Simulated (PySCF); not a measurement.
# Spinor energies of Ca⁺ (calcium, charge +1)

Start: [Ar] 4s1; 4s1/2 filled at m_j = +1/2. Calculated with PySCF 2.14 in x2c-TZVPPall-2c (6s7p3d, 42 functions): generalised Hartree-Fock with the X2C-1e Hamiltonian and a Gaussian nucleus; one run each with spin-orbit coupling (SO) switched off, then screened by Boettger's factors.

| spinor shell | electrons | ε, spin-free (eV) | ε, screened SO (eV) | weight of nominal j (screened SO) | rms radius, screened SO (bohr) |
| --- | --- | --- | --- | --- | --- |
| 1s1/2 | 2 | -4091.4 | -4091.4 | 1.000 | 0.0888 |
| 2s1/2 | 2 | -468.25 | -468.24 | 1.000 | 0.393 |
| 2p1/2 | 2 | -377.74 | -380.31 | 1.000 | 0.361 |
| 3s1/2 | 2 | -68.109 | -68.109 | 1.000 | 1.24 |
| 3p1/2 | 2 | -43.032 | -43.326 | 0.982 | 1.37 |
| 3p3/2 | 4 | -43.032 | -42.887 | 0.991 | 1.38 |
| 4s1/2 | 1 | -11.380 | -11.380 | 1.000 | 3.95 |

Task: Where does 2p3/2 lie, and what is the 2p spin-orbit splitting (screened SO)?

Result: At -376.48 eV, 3.836 eV above 2p1/2.

| quantity | spin-free | screened SO |
| --- | --- | --- |
| E (hartree) | -679.42950 | -679.43286 |
| M_J | 1/2 | 1/2 |
| ⟨J²⟩ | 0.750 | 0.750 |
| ⟨L²⟩ | 0.000 | 0.000 |
| ⟨S²⟩ | 0.750 | 0.750 |

Each row is a mean over spinors that exchange with the open shell spreads, by up to 0.314 eV (3s1/2).

Without spin-orbit coupling the j labels of p, d and f shells carry no meaning; the spin-free column gives the mean over the occupied spinors of each nl shell.
